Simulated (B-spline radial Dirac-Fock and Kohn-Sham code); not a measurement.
ΔSCF core binding energies without Breit or QED terms, calculated with a radial B-spline solver.

A sound run for the free silver atom in the configuration 1s2 2s2 2p6 3s2 3p6 3d10 4s2 4p6 4d10 5s1: The ground state converged in 10 iterations, with total energy -5314.63364 Ha, virial ratio 1.95542 and highest orbital energy -6.45 eV. ΔSCF binding energies: K (1s) 25599.5 eV, L3 (2p3/2) 3365.2 eV, M5 (3d5/2) 374.7 eV.

A second run, with one unsound setting: The ground state had not converged after 58 iterations, with total energy -5314.37935 Ha, virial ratio 1.95040 and highest orbital energy -4.95 eV. ΔSCF binding energies: K (1s) 25655.6 eV, L3 (2p3/2) 3416.2 eV, M5 (3d5/2) 415.7 eV (not all states converged, so these are not final).

```
iter   energy (Ha)        error
   1    -5313.52745812  1.67e+00
   2    -5313.95573831  1.72e-01
   3    -5313.96728997  1.71e-01
   4    -5313.97865304  1.69e-01
   5    -5313.98983041  1.68e-01
   6    -5314.00082495  1.66e-01
   7    -5314.01163949  1.65e-01
   8    -5314.02227680  1.64e-01
   9    -5314.03273963  1.62e-01
  17    -5314.11047730  1.52e-01
  25    -5314.17850643  1.42e-01
  33    -5314.23798199  1.33e-01
  41    -5314.28993010  1.24e-01
  49    -5314.33526135  1.16e-01
  57    -5314.37478277  1.09e-01
  58    -5314.37935096  1.08e-01
```

**Question.** Which fault fits the second run best?
A. mesh too coarse
B. box too small
C. damping too heavy
D. speed of light below Z

**Answer.** C. The input had damp = 0.995; ndamp = 100: damp is so close to 1 that the orbitals hardly move in each step.
